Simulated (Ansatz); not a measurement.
Total energies of In4P4H14, a cluster cut from wurtzite InP (hydrogen-capped) from Ansatz at PBE0-D4/def2-TZVP, gas phase (1 Eh = 27.2114 eV = 2625.5 kJ/mol). The reference geometry is relaxed at PBE-D4/def2-SVP.

```xyz
22

In   -2.8512    0.0422   -0.8346
P    -1.4603   -2.1044    0.0727
In    1.0632    1.4042   -2.3934
P    -0.8494    1.6943   -0.6535
P     2.0231   -0.8873   -1.3012
In    1.0323   -2.0557    0.7933
In   -0.1403    2.3979    1.7489
P     0.9439   -0.0076    2.3842
H    -3.1552   -0.3908   -2.4912
H    -3.9947    0.3075    0.4484
H    -1.5419   -3.2047   -0.8404
H    -2.1320   -2.7414    1.1654
H     0.4391    0.8488   -3.9186
H     2.3562    2.5268   -2.0904
H    -1.4580    2.9085   -1.1218
H     2.1165   -1.9318   -2.2765
H     3.4245   -0.7901   -1.0228
H     1.7670   -3.5220    1.3585
H    -1.5176    2.4701    2.8080
H     1.2573    3.4318    1.7088
H     0.3892   -0.5276    3.5978
H     2.2881    0.1310    2.8583
```

```tsv
state	geometry	energy (Eh)
charge 0 singlet	reference	-2133.98522
charge 1 doublet	reference	-2133.67772
charge 1 doublet	relaxed at PBE-D4/def2-SVP	-2133.70341
charge -1 doublet	reference	-2133.99427
free In atom (doublet)	–	-190.11398
free P atom (quartet)	–	-341.13505
free H atom (doublet)	–	-0.50104
```

In the def2 sets In takes a core potential; there is no spin–orbit coupling. Single mean-field runs in def2-TZVP are fitted with def2-universal-jkfit.

(1) Work out the vertical ionisation energy to the doublet.

(2) Work out the vertical electron affinity, to the doublet.

(3) Give the fundamental gap IE − EA, the Mulliken electronegativity (IE + EA)/2 and the hardness (IE − EA)/2.

(4) How much does the charge 1 doublet relax, and what is the adiabatic ionisation energy?

(5) What is the binding energy per atom against free atoms?

(1) E(charge 1 doublet) − E(charge 0 singlet) = -2133.67772 − (-2133.98522) = 0.30750 Eh = 8.37 eV. For comparison, −ε of the highest occupied level is 7.02 eV at this level, 1.35 eV less.

(2) E(charge 0 singlet) − E(charge -1 doublet) = -2133.98522 − (-2133.99427) = 0.00905 Eh = 0.25 eV. The basis lacks diffuse functions, which makes affinities too small.

(3) From the values in Eh: IE − EA = 0.30750 − 0.00905 = 0.29845 Eh = 8.12 eV; (IE + EA)/2 = 4.31 eV; (IE − EA)/2 = 4.06 eV. The HOMO–LUMO gap of the same run is 5.73 eV, 2.39 eV smaller than the fundamental gap.

(4) Relaxation: -2133.67772 − (-2133.70341) = 0.02569 Eh = 0.70 eV. Adiabatic ionisation energy: 0.28181 Eh = 7.67 eV, without zero-point energy. 

(5) Atoms: 4 × (-190.11398) + 4 × (-341.13505) + 14 × (-0.50104) = -2132.01068 Eh. Binding: -2132.01068 − (-2133.98522) = 1.97454 Eh = 53.73 eV, or 2.44 eV for each of 22 atoms (no zero-point energy, no counterpoise term).

At PBE0-D4/def2-TZVP the highest occupied level of the charge -1 doublet lies above zero (up to 0.89 eV). Energy differences disagree on whether the electron is bound (positive means bound): 0.25 eV (vertical, to the charge 0 singlet, at PBE0-D4/def2-TZVP), but -0.08 eV at BHLYP-D4/def2-TZVP.
